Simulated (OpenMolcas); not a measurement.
# Mo IV: effect of the level shift or regulariser

- Program: OpenMolcas 26.06
- Basis: ANO-R3 [8s6p5d3f2g1h]
- Scalar Hamiltonian: X2C, finite nucleus
- Active space: 3 electrons in 5 orbitals (4d)
- State averaging: 2S+1 = 4 even, 10 roots; 2S+1 = 2 even, 40 roots
- Spin-orbit coupling: state interaction with AMFI integrals over the reference wave functions, term energies averaged over their components

Methods on the same reference wave functions:
A. CASSCF
B. MS-CASPT2, IPEA 0.25 Eh, imaginary shift 0.1 Eh (closed shells correlated: 4s 4p)
C. MS-CASPT2, IPEA 0.25 Eh, real shift 0.2 Eh (closed shells correlated: 4s 4p)

Energies in cm-1 above 4d3 4F 3/2, the measured ground level; measured values from Sugar and Musgrove, J. Phys. Chem. Ref. Data 17, 155 (1988).

```csv
Level,A,B,C,Measured
4d3 4F 3/2,0.0,0.0,0.0,0.0
4d3 4F 5/2,727,748,748,778
4d3 4F 7/2,1666,1692,1692,1760
4d3 4F 9/2,2760,2760,2760,2865
4d3 4P 1/2,13217,10730,10760,10338
4d3 4P 3/2,13321,10680,10730,10331
4d3 2G 7/2,14365,11580,11610,11580
4d3 4P 5/2,14366,11970,11970,11612
4d3 2G 9/2,15081,12320,12350,12311
4d3 2P 1/2,18680,14320,14550,14348
4d3 2H 9/2,19006,16200,16180,15995
4d3 2H 11/2,19406,16590,16570,16357
4d3 2D 5/2(1),21193,17100,17140,16809
4d3 2D 3/2(1) [57 %],21407,17160,17290,17107
4d3 2F 7/2,31074,25290,25340,24787
4d3 2F 5/2,31417,25610,25660,25100
4d3 2D 5/2(2),48321,40090,40140,38922
4d3 2D 3/2(2),48714,40510,40550,39231
```

Deviations, from unrounded energies. A percentage is the sum of absolute deviations over the sum of measured energies, with the sign that they share, or ± where signs differ.

| Against measurement | Levels | A | B | C |
| --- | --- | --- | --- | --- |
| mean absolute deviation (cm-1) | 17 | 3800 | 330 | 370 |
| fine structure of the ground term (%) | 3 | -4.6 | -3.7 | -3.7 |
| other terms of the ground configuration (%) | 14 | +24.4 | ±2.0 | +2.3 |

B lies closest to measurement on these levels and A furthest from it. The largest miss of B in the table is 4d3 2D 3/2(2), by +1300 cm-1. The ranking rests on the paired levels alone, and a cruder setting can come out closer through cancelling errors.

Between B and C the level of the table that moves most is 4d3 2P 1/2, by 240 cm-1 (lowest in B, highest in C). Moves below CASPT2's spread within the term are not significant.

The mean deviations of B to C differ by less than CASPT2's widest spread within a term (770 cm-1), so their order carries little weight.

From A to B the spin-free energies of the other terms of 4d3 shown, above 4F, scale by factors of 0.74 to 0.84, as is usual when dynamic correlation screens the repulsion within a d or f shell.

The lowest spin-free term lies below A's lowest term by 0.324 hartree in B, 0.324 hartree in C.

Term energies are means over components that CASPT2 splits; among the terms shown or strongly mixed into the levels shown the widest spread is 770 cm-1 (4d3 4F, B). Without dynamic correlation excited terms often stand tens of per cent too high (terms of higher spin than the ground term too low), and those without a measured partner can miss by more than the paired ones (holds for A). The CASPT2 spread within a term exceeds the gap to the next term for 4d3 2H and 4d3 2D(1), so the order of their levels is uncertain (holds for B). Computed and measured levels are paired by configuration, term and J; levels that our copy of the source lacks, or whose pairing is in doubt (as where it misses far off the trend of its configuration), stay unpaired and out of the deviations. Levels of configurations outside the active space are missing. Levels that lie high or do not pair safely by name in every column are left out.

A share in square brackets marks a mixed level and gives the weight of the term that names it, the lowest over the columns. A number in round brackets counts repeated terms of one configuration in the order of the reference energies.
